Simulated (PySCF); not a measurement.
## Molybdenum: a sound run and one with changed settings

Sound run: Mo²⁺ [Kr] 4d4, Mo³⁺ [Kr] 4d3. All numbers are calculated (PySCF 2.14, the spin-free X2C one-electron Hamiltonian (Gaussian nucleus), in x2c-TZVPall). In the sound run the correlated levels freeze [Kr]. The sound run starts from symmetry-adapted Hartree-Fock orbitals and uses a fine grid where one is needed.

Changed run: all electrons correlated in a basis built for the valence shell.

```csv
species,method,sound run (hartree),changed run (hartree),converged
Mo²⁺,MP2,-4045.43491,-4045.77104,yes
Mo³⁺,MP2,-4044.46004,-4044.78298,yes
```

Ionisation energy of Mo²⁺:

```json
{"method": "UHF", "sound run (eV)": "26.102", "changed run (eV)": "26.102"}
{"method": "MP2", "sound run (eV)": "26.527", "changed run (eV)": "26.886"}
{"method": "SCS-MP2", "sound run (eV)": "26.244", "changed run (eV)": "26.615"}
```

A valence basis has no tight correlating functions, so it recovers only part of the core correlation, and not evenly between atom and ion.

For comparison, NIST gives 27.13 ± 0.12 eV between the lowest levels.
